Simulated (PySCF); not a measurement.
A run for PySCF: R-M06-2X/def2-TZVPP on CH5InO (SMILES [CH3][InH][OH]). Elements past Kr take the def2 small-core potentials; no spin–orbit coupling.

```python
from pyscf import gto, dft

mol = gto.M(
    atom='''
    C    -1.39759174   -0.11613905    0.24135300
    In    0.58650327    0.53283695   -0.28396550
    O     1.89511550   -0.95351644    0.09328133
    H    -1.82203395    0.54072108    0.99983456
    H    -1.33572632   -1.13107870    0.62851182
    H    -2.04505447   -0.09700792   -0.63468918
    H     1.31065165    1.95993808   -0.92593513
    H     2.80813604   -0.73575401   -0.11839090
    ''',
    basis='def2-tzvpp',
    ecp={'In': 'def2-tzvpp'},
    charge=0, spin=0, verbose=4, max_memory=1800)
mf = dft.RKS(mol, xc='m062x').density_fit(auxbasis='def2-universal-jkfit')
mf.grids.level = 4
mf.conv_tol = 1e-9
mf.max_cycle = 150
mf.kernel()
mf.dip_moment()
```

The log:

```
PySCF version 2.14.0

[INPUT] verbose = 4
[INPUT] num. atoms = 8
[INPUT] num. electrons = 40
[INPUT] charge = 0
[INPUT] spin (= nelec alpha-beta = 2S) = 0
[INPUT] symmetry False subgroup None
[INPUT] Mole.unit = angstrom
[INPUT] Symbol           X                Y                Z      unit          X                Y                Z       unit  Magmom
[INPUT]  1 C     -1.397591740000  -0.116139050000   0.241353000000 AA   -2.641065622554  -0.219470996867   0.456091069342 Bohr   0.0
[INPUT]  2 In     0.586503270000   0.532836950000  -0.283965500000 AA    1.108330551462   1.006915904549  -0.536617023825 Bohr   0.0
[INPUT]  3 O      1.895115500000  -0.953516440000   0.093281330000 AA    3.581249269418  -1.801884926870   0.176276166235 Bohr   0.0
[INPUT]  4 H     -1.822033950000   0.540721080000   0.999834560000 AA   -3.443145155159   1.021814750979   1.889413488275 Bohr   0.0
[INPUT]  5 H     -1.335726320000  -1.131078700000   0.628511820000 AA   -2.524156922173  -2.137428968329   1.187715205852 Bohr   0.0
[INPUT]  6 H     -2.045054470000  -0.097007920000  -0.634689180000 AA   -3.864592858118  -0.183318400714  -1.199388724425 Bohr   0.0
[INPUT]  7 H      1.310651650000   1.959938080000  -0.925935130000 AA    2.476772663209   3.703746192306  -1.749763804814 Bohr   0.0
[INPUT]  8 H      2.808136040000  -0.735754010000  -0.118390900000 AA    5.306608036121  -1.390373573951  -0.223726376641 Bohr   0.0

nuclear repulsion = 126.843819706416
number of shells = 68
number of NR pGTOs = 263
number of NR cGTOs = 182
basis = def2-tzvpp
ecp = {'In': 'def2-tzvpp'}


******** <class 'pyscf.df.df_jk.DFRKS'> ********
method = DFRKS
initial guess = minao
damping factor = 0
level_shift factor = 0
DIIS = <class 'pyscf.scf.diis.CDIIS'>
diis_start_cycle = 1
diis_space = 8
diis_damp = 0
SCF conv_tol = 1e-09
SCF conv_tol_grad = None
SCF max_cycles = 150
direct_scf = False
XC library pyscf.dft.libxc version 7.1.2
    S. Lehtola, C. Steigemann, M. J. T. Oliveira, and M. A. L. Marques,  SoftwareX 7, 1–5 (2018)
XC functionals = m062x
    Y. Zhao and D. G. Truhlar,  Theor. Chem. Acc. 120, 215 (2008)
    Y. Zhao and D. G. Truhlar,  Theor. Chem. Acc. 120, 215 (2008)
radial grids:
    Treutler-Ahlrichs [JCP 102, 346 (1995); DOI:10.1063/1.469408] (M4) radial grids

becke partition: Becke, JCP 88, 2547 (1988); DOI:10.1063/1.454033
pruning grids: <function nwchem_prune>
grids dens level: 4
symmetrized grids: False
atomic radii adjust function: <function treutler_atomic_radii_adjust>
small_rho_cutoff = 0
Set gradient conv threshold to 3.16228e-05
Initial guess from minao.
tot grids = 167536
******** <class 'pyscf.df.df.DF'> ********
auxbasis = def2-universal-jkfit
init E= -273.390136007823
  HOMO = -0.655387566026377  LUMO = -0.410225148244093  gap/eV = 6.67121
cycle= 1 E= -305.681322142197  delta_E= -32.3  |g|= 1.95  |ddm|= 46.8
  HOMO = -0.105757291550514  LUMO = 0.0321914772383141  gap/eV = 3.75378
cycle= 2 E= -305.682569409377  delta_E= -0.00125  |g|= 2.16  |ddm|= 6.67
  HOMO = -0.309646871304512  LUMO = -0.0119477376481996  gap/eV = 8.10081
cycle= 3 E= -306.385978989921  delta_E= -0.703  |g|= 0.286  |ddm|= 2.19
  HOMO = -0.318759680387425  LUMO = -0.0247740307339086  gap/eV = 7.99976
cycle= 4 E= -306.392510015015  delta_E= -0.00653  |g|= 0.216  |ddm|= 0.284
  HOMO = -0.332062902236228  LUMO = -0.0268967643571756  gap/eV = 8.30399
cycle= 5 E= -306.400529098625  delta_E= -0.00802  |g|= 0.0101  |ddm|= 0.172
  HOMO = -0.331350152483026  LUMO = -0.0265406439066744  gap/eV = 8.29429
cycle= 6 E= -306.400551662994  delta_E= -2.26e-05  |g|= 0.00318  |ddm|= 0.0173
  HOMO = -0.331792711638013  LUMO = -0.0266945718797551  gap/eV = 8.30214
cycle= 7 E= -306.400553967987  delta_E= -2.3e-06  |g|= 0.000965  |ddm|= 0.00727
  HOMO = -0.331716203909718  LUMO = -0.0267234881321521  gap/eV = 8.29927
cycle= 8 E= -306.400554176182  delta_E= -2.08e-07  |g|= 0.000327  |ddm|= 0.00103
  HOMO = -0.331748667233118  LUMO = -0.0267178863198794  gap/eV = 8.30031
cycle= 9 E= -306.400554204897  delta_E= -2.87e-08  |g|= 9.35e-05  |ddm|= 0.000459
  HOMO = -0.331737255223604  LUMO = -0.0267136508717591  gap/eV = 8.30012
cycle= 10 E= -306.400554207309  delta_E= -2.41e-09  |g|= 1.02e-05  |ddm|= 9.88e-05
  HOMO = -0.331739412698109  LUMO = -0.0267150664738729  gap/eV = 8.30014
cycle= 11 E= -306.40055420738  delta_E= -7.16e-11  |g|= 2.49e-06  |ddm|= 2.8e-05
  HOMO = -0.331738982958473  LUMO = -0.0267146345542706  gap/eV = 8.30014
Extra cycle  E= -306.400554207384  delta_E= -3.64e-12  |g|= 2.24e-06  |ddm|= 6.4e-06
converged SCF energy = -306.400554207384
Dipole moment(X, Y, Z, Debye): -0.80736,  1.84977, -0.58637
```

The run converged.

Cost: around 30 core-seconds (rough).
